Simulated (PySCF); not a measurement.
Run record: geometry optimisation, mer-MoCl3(H2O)3, `[OH2]->[Mo](<-[OH2])(<-[OH2])([Cl])([Cl])[Cl]` [quartet].

Method: PBE0-D3(BJ)/def2-SVP geometry optimisation, gas phase, def2 core potentials past Kr (PySCF 2.14.0). Start geometry: GFN2-xTB. The input is one job of a driver script: a line of settings, then coordinates in Å.

Input:
```
{"job": {"xc": "PBE0", "basis": "def2-SVP", "d3": "d3bj", "grid": 1, "maxiter": 40, "kind": "geom"}, "charge": 0, "multiplicity": 4}
Mo     0.283790     0.061550     0.013650
Cl     0.087790     0.696000     2.328430
Cl     0.016480    -0.686710    -2.282870
Cl     2.638280    -0.032380     0.060440
O     -2.074220     0.160550    -0.137290
H     -2.548130    -0.274240     0.581830
H     -2.299410    -0.267990    -0.975730
O      0.378000     2.386220    -0.076040
H      1.304110     2.626150    -0.240630
H      0.189440     2.575830     0.864380
O      0.376330    -2.281040     0.158040
H      1.263660    -2.471520     0.503480
H      0.383880    -2.492420    -0.797700
```

Output:
```
step   0  E = -1676.98924264  max force = 0.016899
step   1  E = -1676.99793074  max force = 0.010711
step   2  E = -1676.99835256  max force = 0.009689
step   3  E = -1677.00004815  max force = 0.002463
step   4  E = -1677.00015582  max force = 0.000977
step   5  E = -1677.00019020  max force = 0.000713
step   6  E = -1677.00020321  max force = 0.000467
step   7  E = -1677.00020738  max force = 0.000550
step   8  E = -1677.00020616  max force = 0.000904
step   9  E = -1677.00021473  max force = 0.001134
step  10  E = -1677.00024431  max force = 0.000802
step  11  E = -1677.00027263  max force = 0.000703
step  12  E = -1677.00030158  max force = 0.000562
step  13  E = -1677.00031981  max force = 0.000522
step  14  E = -1677.00034363  max force = 0.000304
step  15  E = -1677.00035131  max force = 0.000418
optimisation converged
```

Energies in Eh; «max force» is the largest Cartesian gradient component in Eh/bohr.

Task: Give the first gradient maximum in eV/Å.

Result: With 1 Eh/bohr = 51.422 eV/Å, 0.869 eV/Å.

Task: How much energy does the optimisation release, in kcal/mol?

Result: E(step 0) − E(last step) = 0.011109 Eh, which is 7.0 kcal/mol.

Summary of the converged run: final energy -1677.00035 Eh after 15 steps; dipole 3.61 D.

Task: Give the final coordinates.

Result: 0.149 Å rms from the input after alignment:
```
atom  x, y, z in Å
Mo1    0.2675    0.0487    0.0167
Cl2   -0.0629    0.2605    2.3866
Cl3   -0.0435   -0.2607   -2.3731
Cl4    2.6261   -0.0945    0.0636
O5    -1.9329    0.2330   -0.0939
H6    -2.4391   -0.2012    0.6058
H7    -2.2386   -0.0741   -0.9621
O8     0.4941    2.2062    0.1841
H9     1.4354    2.3731    0.0090
H10    0.3859    2.3076    1.1502
O11    0.2027   -2.1309   -0.1180
H12    1.0536   -2.4507    0.2233
H13    0.2517   -2.2170   -1.0922
```

Task: How long does this job take on one thread of an x86-64 server (shared host)?

Result: About 7.9 min.
Labels such as C1 count atoms from 1, the log's own numbers from 0.

Neither the SCF state along the optimisation nor the shape of the open-shell metal species was proved the lowest: other solutions of the same spin, or a structure of lower symmetry, can lie below.
